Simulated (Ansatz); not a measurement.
Basis-set extrapolation for C₄H₃F₇, SMILES `FC(F)C(F)(C(F)F)C(F)F` (PBE0-D4/def2-TZVP geometry, frozen core, the Gaussian-basis code of Ansatz). Multiplicity 1, RHF reference.

|  | def2-TZVPP | def2-QZVPP |
| --- | --- | --- |
| HF | -849.642335 | -849.678254 |
| MP2 correlation | -2.374555 | -2.586609 |
| CCSD(T) correlation | -2.477037 | not run |

Energies in hartree. Use E(X) = E(∞) + A·exp(−7.88·√X) for Hartree–Fock and E(X) = E(∞) + B·X^(−2.97) for correlation, with X = 3 and 4, and add CCSD(T) minus MP2 of the smaller set to the MP2 limit.

Problem. What is the CCSD(T) energy at the basis-set limit?

Solution. HF limit: -849.678254 + (-0.035919) × 0.13774 = -849.68320. MP2 limit: -2.586609 + (-0.212054) × 0.74074 = -2.74369. Higher-order term: -2.477037 − (-2.374555) = -0.10248. Total: -852.52937 hartree, 1076.4 kJ/mol below CCSD(T)/def2-TZVPP.
